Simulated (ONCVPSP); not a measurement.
**Logarithmic derivatives: vanadium, ONCV**

V (Z = 23), optimised norm-conserving Vanderbilt (ONCV), made with ONCVPSP 4.0.1 (PBEsol, scalar-relativistic). Core [Ne], reference 3s2 3p6 3d2 (charge +3). Waves: 3s: rc 1.05 bohr, ncon 3, nbas 6, qcut 5.6 1/bohr, 1 projector; 3p: rc 1.05 bohr, ncon 3, nbas 6, qcut 7.2 1/bohr, 3 projectors, debl 0.6 Ha; 3d: rc 2.15 bohr, ncon 4, nbas 9, qcut 6.8 1/bohr, 2 projectors, debl 3.9 Ha. Local part: polynomial inside 0.75 bohr (lpopt 2, dvloc0 -1 Ha). Core correction: Teter function fitted to the true core (icmod 2), fcfact 0.25.

In the p channel the program set the typed energies aside and used -2.836, 0.250, 0.850 Ha.

The phase is arctan(r·R′/R) of the radial function R(r), unwrapped; energies in Ha, scanned from -5 to 5 Ha. A pole is an energy at which the radial function vanishes at the test radius. The pseudo phase is shifted by a multiple of π to meet the all-electron one at the reference energy, and phase errors are pseudo minus all-electron; the curves can meet again beyond the range given. Levels narrower than the energy grid can be missing from the lists of poles.

Q: For each channel, where are the poles, and over which energies does the pseudopotential scatter like the atom?

A:

```tsv
channel	radius (bohr)	reference energy (Ha)	poles, all-electron	poles, pseudo	unbroken range about the reference energy with phases within 0.05 rad	phase error 1 Ha above the reference energy (rad)
s	1.06	-3.81	-0.02	-0.69	below -0.5	-0.004
p	1.06	-2.84	0.93	0.93	the whole range	+0.000
d	2.18	-1.36	-1.19, 2.27	-1.19, 2.27	below 0.0	+0.018
```

Phases in the d channel:

```json
{"E (Ha)": "-4.96", "all-electron": "1.377", "pseudo": "1.377"}
{"E (Ha)": "-4.48", "all-electron": "1.361", "pseudo": "1.361"}
{"E (Ha)": "-4.00", "all-electron": "1.341", "pseudo": "1.341"}
{"E (Ha)": "-3.52", "all-electron": "1.313", "pseudo": "1.313"}
{"E (Ha)": "-3.04", "all-electron": "1.274", "pseudo": "1.274"}
{"E (Ha)": "-2.56", "all-electron": "1.208", "pseudo": "1.208"}
{"E (Ha)": "-2.08", "all-electron": "1.060", "pseudo": "1.061"}
{"E (Ha)": "-1.60", "all-electron": "0.103", "pseudo": "0.107"}
{"E (Ha)": "-1.12", "all-electron": "-1.642", "pseudo": "-1.641"}
{"E (Ha)": "-0.64", "all-electron": "-1.989", "pseudo": "-1.982"}
{"E (Ha)": "-0.16", "all-electron": "-2.621", "pseudo": "-2.586"}
{"E (Ha)": "0.32", "all-electron": "-3.895", "pseudo": "-3.862"}
{"E (Ha)": "0.80", "all-electron": "-4.379", "pseudo": "-4.370"}
{"E (Ha)": "1.28", "all-electron": "-4.551", "pseudo": "-4.548"}
{"E (Ha)": "1.76", "all-electron": "-4.643", "pseudo": "-4.642"}
{"E (Ha)": "2.24", "all-electron": "-4.709", "pseudo": "-4.709"}
{"E (Ha)": "2.72", "all-electron": "-4.768", "pseudo": "-4.768"}
{"E (Ha)": "3.20", "all-electron": "-4.837", "pseudo": "-4.835"}
{"E (Ha)": "3.68", "all-electron": "-4.944", "pseudo": "-4.937"}
{"E (Ha)": "4.16", "all-electron": "-5.208", "pseudo": "-5.171"}
{"E (Ha)": "4.64", "all-electron": "-6.429", "pseudo": "-6.196"}
```
